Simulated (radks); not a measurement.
Values are calculated unless marked as measured or tabulated.
Effect of the nuclear size on the rhenium ion Re2+, [Xe] 4f14 5d5. Code: a radial shooting solver on a logarithmic mesh with Libxc functionals. Model: Dirac Kohn-Sham, relativistic LDA (MacDonald-Vosko exchange, VWN5 correlation), spin-unpolarised, spherical densities, finite nucleus; open shells fill j = l - 1/2 first; Fermi nuclear charge, rms radius 5.3698 fm. The rms radius is varied about that value; shifts are against it.

| rms radius (fm) | total energy shift (eV) | density at nucleus (e/bohr^3) | 1s1/2 shift (meV) | 2s1/2 shift (meV) | 5s1/2 shift (meV) | 5d5/2 shift (meV) | 6s1/2 (empty) shift (meV) | 6p1/2 (empty) shift (meV) |
|---|---|---|---|---|---|---|---|---|
| 4.8006 | -12.9 | 1.586e+06 | -5170 | -736 | -7.41 | 0.076 | -1.02 | -0.041 |
| 5.1389 | -5.33 | 1.548e+06 | -2140 | -305 | -3.07 | 0.031 | -0.421 | -0.017 |
| 5.3698 | 0 | 1.524e+06 | 0.000 | 0.000 | 0.000 | 0.000 | 0.000 | 0.000 |
| 5.6705 | 7.17 | 1.495e+06 | 2880 | 410 | 4.13 | -0.042 | 0.566 | 0.023 |
| 6.0894 | 17.6 | 1.457e+06 | 7060 | 1010 | 10.1 | -0.104 | 1.39 | 0.056 |

Slopes of the eigenvalues against <r^2> in GHz/fm^2, as finite differences over the two radii next to the reference (eigenvalue slopes, not the field-shift constants of lines): 1s1/2 211000, 2s1/2 30100, 5s1/2 303, 5d5/2 -3.10, 6s1/2 (empty) 41.5, 6p1/2 (empty) 1.67.
